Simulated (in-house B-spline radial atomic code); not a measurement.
Radial electron density of the palladium ion Pd⁶⁺, [Kr] 4d4. Method: non-relativistic BP86, spin-polarised, spherical fractional occupations, point nucleus. Calculated with an all-electron radial atomic-structure program (B-spline basis).

Columns: r (bohr), 4πr²n(r) (electrons per bohr), bar.

```
  0.0014    1.478 #
 0.00169    2.096 #
 0.00206    3.011 ##
  0.0025    4.258 ###
 0.00304    5.991 ####
 0.00369    8.315 #####
 0.00448     11.4 #######
 0.00544    15.39 #########
 0.00661    20.41 ############
 0.00802     26.4 ################
 0.00974    33.28 ####################
  0.0118    40.51 ########################
  0.0144    47.71 #############################
  0.0175    53.46 ################################
  0.0212    56.81 ##################################
  0.0258    57.21 ###################################
  0.0313    54.88 #################################
   0.038    51.44 ###############################
  0.0461    49.63 ##############################
   0.056    52.09 ###############################
  0.0681    59.38 ####################################
  0.0827    68.24 #########################################
     0.1    72.89 ############################################
   0.122    69.12 ##########################################
   0.148    58.86 ####################################
    0.18    50.06 ##############################
   0.218    49.94 ##############################
   0.265    56.07 ##################################
   0.322    57.62 ###################################
   0.391    47.36 #############################
   0.475    30.39 ##################
   0.577    18.09 ###########
   0.701    15.04 #########
   0.851    15.87 ##########
    1.03    14.18 #########
    1.26    9.106 #####
    1.53    4.262 ###
    1.85    1.464 #
    2.25   0.3387 
    2.73  0.05318 
    3.32 0.005064 
    4.03 0.0002672
```

On this grid the curve has 4 maxima, near 0.0258, 0.1, 0.322, 0.851 bohr.

The 4p down radial function P(r) = rR(r), positive near the nucleus:

| r (bohr) | P |
| --- | --- |
| 0.00169 | 0.001293 |
| 0.0025 | 0.002777 |
| 0.00369 | 0.005885 |
| 0.00544 | 0.01229 |
| 0.00802 | 0.02515 |
| 0.0118 | 0.04987 |
| 0.0175 | 0.09603 |
| 0.0258 | 0.1716 |
| 0.038 | 0.2778 |
| 0.056 | 0.3844 |
| 0.0827 | 0.4005 |
| 0.122 | 0.1903 |
| 0.18 | -0.265 |
| 0.265 | -0.6259 |
| 0.391 | -0.3478 |
| 0.577 | 0.5475 |
| 0.851 | 1.147 |
| 1.26 | 0.8551 |
| 1.85 | 0.2893 |
| 2.73 | 0.0363 |
| 4.03 | 0.001164 |
